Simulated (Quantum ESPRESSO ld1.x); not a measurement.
Results of a calculation; reference values are marked as such.
Problem. These are the eigenvalues of the occupied orbitals of an atom or ion with whole-number occupations (eV). Level of theory: scalar-relativistic Kohn-Sham, LDA (Slater exchange, Perdew-Zunger correlation), spin-polarised, spherical densities, point nucleus (ld1.x of Quantum ESPRESSO 7.5).

orbital  eigenvalue
1s up      -85570.9
1s down    -85570.9
2s up      -15237.0
2s down    -15237.0
2p up      -13108.2
2p down    -13108.2
3s up      -3636.55
3s down    -3636.55
3p up      -3024.06
3p down    -3024.06
3d up      -2389.02
3d down    -2389.01
4s up      -810.880
4s down    -810.874
4p up      -610.090
4p down    -610.084
4d up      -374.865
4d down    -374.859
5s up      -131.265
5s down    -131.251
4f up      -114.374
4f down    -114.366
5p up      -76.2246
5p down    -76.2082
5d up      -15.6204
5d down    -15.5383
6s up       -9.9754
6s down     -9.6054
6p up       -2.7640

Which element is it, and in what charge state? The configuration may be excited. Open shells, if any, are filled with parallel spins first.

Solution. Z = 81, thallium, charge 0: Tl in [Hg] 6p1. The list shows which subshells hold electrons but not how many an open one holds; the 1s level, -3144.7 hartree, gives Z - s = 79.3 by -(Z - s)^2/2, which with screening and relativity narrows Z to a few neighbours, and the depths of the outer levels then fix element, charge and occupations together.
